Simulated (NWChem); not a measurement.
System: CH$_{6}$ClNSi; SMILES C[SiH](N)Cl

NWChem input:

```
start job
memory heap 200 mb stack 900 mb global 1100 mb
geometry units angstroms noautosym nocenter noautoz
  Si    -0.049495    -0.374951     0.390088
  C      1.361382    -1.417030    -0.236312
  N     -1.546249    -1.063765    -0.099352
  Cl     0.263321     1.568115    -0.337416
  H     -0.082399    -0.240780     1.871389
  H      1.281299    -2.445175     0.148827
  H      1.359904    -1.454698    -1.336930
  H      2.325724    -0.994105     0.082394
  H     -1.677036    -1.337286    -1.067842
  H     -2.411000    -0.696893     0.284111
end
basis spherical
  * library def2-svp
end
dft
  xc pbe0
  iterations 150
end
property
  efieldgrad
end
task dft property
```

All runs use the structure optimised with PBE0/def2-SVP.

Vzz is the largest principal value of the second derivative of the potential at the nucleus (NWChem prints the opposite sign); η is the asymmetry. Non-relativistic.

Atoms are numbered as in the input.

Question: Give the results of this calculation. (PBE0/def2-SVP.) Quantities: Vzz N3 (a.u.); η N3; Vzz Cl4 (a.u.); η Cl4.

Answer: The vzz N3 (a.u.) comes out as -0.881 and the η N3 is 0.33. The vzz Cl4 (a.u.) is 1.817 and the η Cl4 is 0.04.
